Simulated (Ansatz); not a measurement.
Reaction (formal exchange of groups at the Sn–B bond): `[BH2][SnH2][CH2]F` + SiH₄ → `F[CH2][SnH2][SiH3]` + BH₃

Gas-phase electronic energies from Ansatz, PBE0-D4/def2-TZVP geometries. CCSD(T)/CBS adds triple-zeta CCSD(T) − MP2 to the extrapolated MP2 energy (def2 sets, frozen cores). This one scheme is used for every species. DFT in def2-TZVPP. B3LYP here is the variant with VWN-RPA as its local correlation; programs differ in this. Elements past krypton have def2 core potentials. For Sn outer-core shells are correlated without core-valence functions, which leaves a few kJ/mol of doubt a bond. Each species was taken in one conformer, which may not be the lowest.

Task: Is it downhill or uphill in electronic energy at CCSD(T)/CBS, and by how much? (Estimate.)

Result: Computed: Downhill: ΔE = -0.36 eV.

Task: What do these levels give: PBE-D4, B3LYP-D4, PBE0, SCS-MP2/def2-TZVPP, MP2/def2-QZVPP, SCS-MP2/def2-QZVPP? (An estimate is asked.)

Result: Computed: PBE-D4 -0.37, B3LYP-D4 -0.37, PBE0 -0.37, SCS-MP2/def2-TZVPP -0.33, MP2/def2-QZVPP -0.37, SCS-MP2/def2-QZVPP -0.35 eV.

Largest T1 diagnostic among the species: 0.013.

The D4 term adds −0.03 eV with B3LYP and −0.02 eV with PBE0; it sums over pairs of atoms, weighted by their polarisabilities, and B3LYP, whose exchange is more repulsive, gets the larger term.
